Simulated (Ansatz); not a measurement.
ScCl₃, relaxed as a triplet with UKS r2SCAN-D4/def2-SVP in Ansatz, starting from the r2SCAN-D4/def2-SVP geometry of the neutral singlet. Force threshold 0.02 eV/Å.

At r2SCAN-D4/def2-SVP a singlet of charge 0 lies 3.98 eV below the triplet, each at its own geometry. The structure comes from a short search, and lower isomers may exist.

Start:

Cartesian coordinates in Å:
```
Sc 0.000 0.003 -0.002
Cl -0.672 -0.701 -2.051
Cl -1.451 -0.036 1.741
Cl 2.124 0.734 0.312
```

Question: Estimate the energy that the relaxation releases and the steps that it takes.

Answer: 6.3 kcal/mol, in 3 steps; 45 s on 2 threads of Arm Neoverse V1 on a shared host. No frequencies were taken in this run, so the end may be a saddle point.

Question: Does the start keep its bonding and symmetry?

Answer: By distances, no bond broke or formed. The bond that changes most is Sc1–Cl2, from 2.27 to 2.40 Å (atoms count from 1). Point group D3h at the start, D3h at the end, both within 0.05 Å.

Question: Predict the relaxed structure.

Answer: 
```xyz
4

Sc    0.0002    0.0021   -0.0021
Cl   -0.7109   -0.7408   -2.1673
Cl   -1.5335   -0.0378    1.8395
Cl    2.2442    0.7765    0.3298
```
Bond lengths: 3 × Cl–Sc 2.40 Å.
